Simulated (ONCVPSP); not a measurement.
## iron (Fe): one change to an ONCV potential, before and after

- Element: Fe
- Generator: ONCVPSP 4.0.1
- Type: optimised norm-conserving Vanderbilt (ONCV)
- Functional: LDA (Perdew-Wang 92)
- Relativity: scalar-relativistic
- Frozen core: [Ar]
- Valence charge: 8
- Reference configuration: 3d6 4s2
- Partial waves: 4s: rc 2.25 bohr, ncon 4, nbas 7, qcut 2.9 1/bohr, 3 projectors, debl 3.2 Ha; p scattering state at 0.17 Ha: rc 2.40 bohr, ncon 3, nbas 7, qcut 3 1/bohr, 1 projector; 3d: rc 1.40 bohr, ncon 3, nbas 8, qcut 10.3 1/bohr, local; f scattering state at 0.3 Ha: rc 1.85 bohr, ncon 3, nbas 6, qcut 6.4 1/bohr, 1 projector
- Local potential: the d channel
- Core correction: Teter function, fcfact 4.5, rcfact 1.15

In the p channel the program set the typed energies aside and used 0.050 Ha.

Change: core correction Teter function, fcfact 7.2, rcfact 1.15.

Cutoffs: the cutoffs (Ha) at which the residual kinetic energy of the hardest occupied pseudo-wave falls to 1 and 0.1 mHa per electron; they do not see the model core or the augmentation charge, which bear on the density cutoff. Errors are all-electron minus pseudo energies relative to the spin-unpolarised reference configuration.

Task: How do hardness, ghosts and transferability respond?

Result: The potential gets neither clearly harder nor softer (43 Ha and 48 Ha → 43 Ha and 48 Ha); both files keep a bound ghost (p); of the 4 tests that both files solve, the error grows in 2 and shrinks in 2 by more than 15 % and 0.3 meV (median size 6.2 → 4.0 meV). A model core, the more so a compact one, raises the density cutoff, which this test does not measure.

| quantity | base | changed |
| --- | --- | --- |
| cutoff, loose | 43 Ha | 43 Ha |
| cutoff, tight | 48 Ha | 48 Ha |
| bound ghosts | p | p |
| GHOST(+) flags under 300 eV | s at 24.2 eV | s at 24.2 eV |
| error for 3d6 4s1, meV [ΔE 8.97 eV] | -0.5 | -1.1 |
| error for 3d6 4s0, meV [ΔE 25.46 eV] | +11 | +6.9 |
| error for 3d5 4s0, meV [ΔE 59.99 eV] | -32 | -60 |
| error for 3d6 4s1 4p1, meV [ΔE 4.18 eV] | +1.0 | +0.7 |
| s: phases at 2.28 bohr within 0.05 rad from the reference energy up to (Ha; the scan ends near 5) | n/a | n/a |
| p: phases at 2.43 bohr within 0.05 rad from the reference energy up to (Ha; the scan ends near 5) | 2.0 | 2.0 |
| d: phases at 1.42 bohr within 0.05 rad from the reference energy up to (Ha; the scan ends near 5) | 0.9 | 0.9 |
| f: phases at 1.88 bohr within 0.05 rad from the reference energy up to (Ha; the scan ends near 5) | 4.7 | 4.7 |
| rms error of d²Exc/dni dnj with the model core, mHa | 7.72 | 5.89 |

 A true bound ghost makes a file unfit for plane-wave use even where its test errors are small: the radial tests pick states by their node count and pass the ghost by.
